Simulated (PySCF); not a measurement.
Species: C$_{4}$H$_{5}$OSi, net charge -1, singlet state. It need not be the lowest isomer of its formula. Whether it binds its extra electron was not tested at this geometry. 
Coordinates optimised at B3LYP-D3(BJ)/def2-TZVP (Ansatz):
```
C
C 1 1.3596
H 2 1.0764 1 132.65
O 2 1.3904 3 114.63 1 179.68
C 4 1.3623 2 105.24 3 -179.39
C 5 1.3550 4 110.46 2 -0.45
H 5 1.0778 6 133.66 1 -179.87
H 6 1.0797 5 126.00 7 0.76
Si 1 1.9407 2 130.15 3 -7.48
H 9 1.5383 1 96.20 2 110.49
H 9 1.5389 10 94.85 1 96.35
```
Charge -1, spin multiplicity 1.

Dispersion corrections to the total energy (kcal/mol) from the dftd3 and dftd4 libraries through PySCF: D3(BJ) without and D4 with the three-body term, each with the damping fitted for the functional named.

```json
[
 {"functional": "TPSSh", "D3(BJ)": "?", "D4": "-9.48"},
 {"functional": "B3LYP", "D3(BJ)": "-11.40", "D4": "-12.41"},
 {"functional": "BP86", "D3(BJ)": "-10.60", "D4": "-10.35"},
 {"functional": "PBE0", "D3(BJ)": "?", "D4": "-6.51"},
 {"functional": "CAM-B3LYP", "D3(BJ)": "-5.24", "D4": "?"},
 {"functional": "B2GP-PLYP", "D3(BJ)": "-4.42", "D4": "-3.27"},
 {"functional": "HF", "D3(BJ)": "-51.43", "D4": "-28.04"}
]
```

Question: Complete the blanks.

Answer: 
- TPSSh, D3(BJ): -7.57
- PBE0, D3(BJ): -5.64
- CAM-B3LYP, D4: -6.59
